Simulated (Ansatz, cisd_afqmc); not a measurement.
Species: GaNH₄, charge 0, singlet. GaNH4 (SMILES [NH2][GaH2]).
B3LYP-D3(BJ)/def2-TZVP minimum from Ansatz (a program for electronic structure):
```
Ga
N 1 1.8237
H 2 1.0068 1 124.05
H 2 1.0068 3 111.90 1 180.00
H 1 1.5616 2 116.53 3 0.00
H 1 1.5616 5 126.93 2 180.00
```

Atomisation energy term by term, kcal/mol (programs: Ansatz, cisd_afqmc). Radicals and triplets start from unrestricted determinants; spin-orbit coupling is neglected. Correlated methods leave the cores frozen (noble-gas shells, and filled d and f shells in the p block). No relativity. AFQMC/CISD: phaseless, guided by CISD from CCSD amplitudes; bars are statistical, one sigma. Outlying blocks are dropped, and bars are widened where a walk drifts. Over all cases where full CI ran beside it in this data, AFQMC minus full CI had a median of +0.1 mEh and passed +0.4 mEh in a tenth of the cases. CBS(X,Y): correlation extrapolated as X^-3, Hartree-Fock from the larger set (Q,5: extrapolated as (X+1)exp(-9√X)). A bracket is a step between two methods taken in the basis named. Where a partner has so few electrons that a lower coupled-cluster level is exact, that level stands in.

| term | basis | kcal/mol |
|---|---|---|
| Hartree-Fock | CBS(cc-pVQZ,cc-pV5Z) | 272.32 |
| CCSD correlation | CBS(cc-pVQZ,cc-pV5Z) | 116.64 |
| (T) | CBS(cc-pVQZ,cc-pV5Z) | 5.64 |
| CCSDT(Q) - CCSD(T) | cc-pVTZ | 0.23 |
| CCSDTQ - CCSDT(Q) | cc-pVDZ | -0.05 |
| sum: De |  | 394.8 |

The step beyond CCSD(T) by other levels: CCSDTQ in cc-pVDZ 0.48; AFQMC/CISD in cc-pVDZ 0.78 ± 0.20; CCSDT(Q) in cc-pVDZ 0.53 kcal/mol.
